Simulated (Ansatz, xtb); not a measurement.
## Isomers of BBeFH2OSi in order of energy

6 gas-phase structures of BBeFH2OSi, found in a search over its isomers (lower ones may exist). Each was relaxed with GFN2-xTB:

A. `F[B]1[Be][SiH2]O1`, a singlet
B. a singlet given by its coordinates
C. `O=[SiH][BH][Be][F]`, a singlet
D. `F[Si@@H]1[Be][BH]O1`, a singlet
E. a singlet given by its coordinates
F. `O=B[SiH2][Be][F]`, a singlet

E (Å):

```
atom    x (Å)    y (Å)    z (Å)
   B  -0.8890  -0.1164  -0.7297
  Be   0.8631  -0.4473   0.9462
   F   1.3152  -0.6682   2.2526
   O  -0.2968   0.3732   0.3249
  Si   0.8619  -0.8409  -1.1673
   H   1.4465   0.2037  -2.0576
   H  -2.0112   0.0378  -1.0219
```

Close contacts (Å): B1–O4 1.30, B1–Si5 1.94, Be2–F3 1.40, Be2–O4 1.55, Be2–Si5 2.15, B1–H7 1.17, Si5–H6 1.49.

B (Å):

```yaml
atoms:
  - { symbol: B, position_ang: [-0.8584, -0.1189, -0.4669] }
  - { symbol: Be, position_ang: [1.5161, 0.7869, -0.6468] }
  - { symbol: F, position_ang: [0.6941, -0.8456, 1.7058] }
  - { symbol: O, position_ang: [-0.0152, 0.8659, -0.5752] }
  - { symbol: Si, position_ang: [0.7420, -1.0901, 0.0707] }
  - { symbol: H, position_ang: [2.4345, 1.6325, -0.9054] }
  - { symbol: H, position_ang: [-2.0151, -0.0701, -0.6445] }
```

Close contacts (Å): B1–O4 1.30, B1–Si5 1.95, Be2–O4 1.53, Be2–Si5 2.15, F3–Si5 1.65, B1–H7 1.17, Be2–H6 1.27.

Estimate their order in r2SCAN-D4/def2-SVP energy at these geometries, lowest first.

Calculated order at r2SCAN-D4/def2-SVP: F (0.0), E (93.2), B (188.2), A (196.7), D (246.5), C (280.0) kJ/mol.

Energies above the lowest of each column, in kJ/mol; the last columns are at PBE0-D3(BJ)/def2-SVP geometries and were run for some of them only (a dash: not run or not comparable):

```json
{"structure": "F", "GFN2-xTB": "76.0", "HF/STO-3G": "0.0", "r2SCAN-D4/def2-SVP": "0.0", "PBE0-D3(BJ)/def2-SVP": "0.0", "CCSD(T)/def2-TZVP": "0.0"}
{"structure": "E", "GFN2-xTB": "47.8", "HF/STO-3G": "150.6", "r2SCAN-D4/def2-SVP": "93.2", "PBE0-D3(BJ)/def2-SVP": "83.6", "CCSD(T)/def2-TZVP": "88.6"}
{"structure": "B", "GFN2-xTB": "0.0", "HF/STO-3G": "275.1", "r2SCAN-D4/def2-SVP": "188.2", "PBE0-D3(BJ)/def2-SVP": "163.6", "CCSD(T)/def2-TZVP": "151.3"}
{"structure": "A", "GFN2-xTB": "125.2", "HF/STO-3G": "284.7", "r2SCAN-D4/def2-SVP": "196.7", "PBE0-D3(BJ)/def2-SVP": "–", "CCSD(T)/def2-TZVP": "–"}
{"structure": "D", "GFN2-xTB": "85.8", "HF/STO-3G": "416.6", "r2SCAN-D4/def2-SVP": "246.5", "PBE0-D3(BJ)/def2-SVP": "–", "CCSD(T)/def2-TZVP": "–"}
{"structure": "C", "GFN2-xTB": "126.3", "HF/STO-3G": "517.7", "r2SCAN-D4/def2-SVP": "280.0", "PBE0-D3(BJ)/def2-SVP": "–", "CCSD(T)/def2-TZVP": "–"}
```

CCSD(T)/def2-TZVP puts F lowest of those it was run on; GFN2-xTB picks B. Some further structures that were screened fall inside this span and aren't listed. Flexible structures stand in one conformer each, not always the lowest. Frequencies (PBE0-D3(BJ)/def2-SVP) were run for B, E, F alone.

Over these structures GFN2-xTB departs from r2SCAN-D4/def2-SVP by 76.9 kJ/mol on average once a common shift is removed. A GFN2-xTB relaxation took about 0.15 s and the r2SCAN-D4/def2-SVP energy about 1.3 s on a shared host (Ansatz 0.2.0, xtb 6.7.1).
